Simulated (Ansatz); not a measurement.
Cost and result up the ladder for Cu(NH3)(SH) (CuSNH4) (7 atoms). The state is a singlet with charge 0. Geometry: r2SCAN-D4/def2-TZVP.

```
atom    x (Å)    y (Å)    z (Å)
 Cu1   0.2004  -0.4794  -0.4228
  N2   0.1040   1.0411   0.7829
  H3   0.9998   1.5198   0.8364
  H4  -0.1457   0.7588   1.7275
  H5  -0.5854   1.7225   0.4753
  S6   0.3652  -2.1151  -1.7360
  H7  -0.9382  -2.4478  -1.6633
```

Ansatz on 4 threads of Arm Neoverse N1 on a shared host. Times are rough, and most runs start from the orbitals of an earlier one. ωB97M-V/def2-TZVP serves as the yardstick here, not as an exact answer. Differences are given only for rows in sets of like size (and for xTB, whose basis is part of the method), since another set adds its own error. Binding counts from free atoms at the same level (Cu doublet, N quartet, H doublet, S triplet; other spins of the atoms weren't run), without zero-point energy or a counterpoise term.

The 6-31G sets use Cartesian d functions. LC-ωPBE has ω = 0.4 bohr⁻¹. B3LYP takes the VWN-RPA correlation. Correlated methods freeze 15 core orbitals.

Correlated methods converge slowly with the basis.

```csv
level,functions,wall time,binding energy per atom (eV),difference from ωB97M-V/def2-TZVP (eV),remarks
HF/6-31G,59,0.45 s,1.95,–,–
PBE-D4/def2-SVP,83,1.1 s,3.12,–,–
B3LYP-D4/6-31G,59,1.1 s,2.98,–,–
PBE0-D4/def2-SVP,83,1.4 s,3.02,–,–
MP2/def2-TZVP,137,1.5 s,2.91,-0.13,test for broken spin undecided
BLYP-D4/def2-TZVP,137,1.7 s,3.03,-0.02,–
PBE-D4/def2-TZVP (with forces),137,2 s,3.08,0.03,–
LC-ωPBE/def2-TZVP,137,2.1 s,2.99,-0.05,–
PBE0-D4/def2-TZVP,137,2.2 s,2.99,-0.05,–
B3LYP-D4/def2-TZVP,137,2.2 s,3.01,-0.04,–
r2SCAN-D4/def2-TZVP,137,3.7 s,3.04,-0.01,–
B97M-V/def2-TZVP,137,6.5 s,3.04,-0.01,–
ωB97M-V/def2-TZVP,137,7.5 s,3.04,0.00,–
CCSD(T)/def2-TZVPP,193,59 s,2.95,-0.10,–
```
